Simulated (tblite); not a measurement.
Compound: C4H6F3SSi (doublet state).
Atom-mapped SMILES: `[F:1][C:2]([F:3])([F:4])[S:5][C@@H:6]1[CH:7][CH2:8][SiH2:9]1` (hydrogens: H10 on C6; H11 on C7; H12, H13 on C8; H14, H15 on Si9)

Computed geometry: GFN2-xTB, gas phase. This method treats the open shell by occupation alone, without spin polarisation.

Some entries are withheld. Bonds in one row agree within 0.01 Å.

| coordinate | value |
| --- | --- |
| F1–C2, C2–F4 | ? |
| C2–F3 | ? |
| C2–S5 | 1.806 Å |
| S5–C6 | 1.964 Å |
| C6–C7 | ? |
| C7–C8 | ? |
| C8–Si9 | 1.927 Å |
| C6–Si9 | ? |
| C6–H10 | 1.084 Å |
| C7–H11 | 1.076 Å |
| C8–H12 | 1.090 Å |
| C8–H13 | 1.094 Å |
| Si9–H14 | 1.456 Å |
| Si9–H15 | 1.459 Å |
| F1–C2–F3 | 106.9° |
| F1–C2–S5 | ? |
| F3–C2–F4 | 106.2° |
| F3–C2–S5 | ? |
| C2–S5–C6 | 96.1° |
| S5–C6–C7 | 112.0° |
| S5–C6–Si9 | 106.5° |
| C7–C6–Si9 | ? |
| C6–C7–C8 | 105.4° |
| C7–C8–Si9 | 87.7° |
| C6–Si9–C8 | 74.1° |

Problem. Fill in the missing values.

Solution. 
- F1–C2, C2–F4 = 1.335 Å, drawn single (ends: fluorine bonded to C; carbon bonded to 3 F and S); 0.01 Å above the sum of covalent radii, 1.33 Å.
- C2–F3 = 1.341 Å, drawn single (ends: carbon bonded to 3 F and S; fluorine bonded to C); 0.01 Å above the sum of covalent radii, 1.33 Å.
- C6–C7 = 1.432 Å, drawn single (ends: carbon bonded to C, S, Si and H; carbon bonded to 2 C and H); 0.06 Å below the sum of covalent radii, 1.49 Å.
- C7–C8 = 1.486 Å, drawn single (ends: carbon bonded to 2 C and H; carbon bonded to C, Si and 2 H); equal to the sum of covalent radii, 1.49 Å.
- C6–Si9 = 1.930 Å, drawn single (ends: carbon bonded to C, S, Si and H; silicon bonded to 2 C and 2 H); 0.06 Å above the sum of covalent radii, 1.87 Å.
- F1–C2–S5 = 110.7°, at the carbon bonded to 3 F and S; the outer atoms are 2.596 Å apart.
- F3–C2–S5 = 112.7°, at the carbon bonded to 3 F and S; the outer atoms are 2.632 Å apart.
- C7–C6–Si9 = 89.1°, at the carbon bonded to C, S, Si and H, inside a 4-membered ring; the outer atoms are 2.385 Å apart.

Radii are Cordero's, carbon taken as 0.76, 0.73 or 0.69 Å for four, three, and two or fewer neighbours.

Its GFN2-xTB frequencies are all real (lowest 20 cm⁻¹). Torsions: C2–S5–C6–C7 -58°, S5–C6–C7–C8 -91°, C6–C7–C8–Si9 -17°, C7–C8–Si9–C6 12°, S5–C6–Si9–C8 100°. 3 starts were optimised and ended at 0.00, 0.50 and 0.50 kcal/mol (GFN2-xTB); the lowest of these is shown.

One conformer stands for the species.
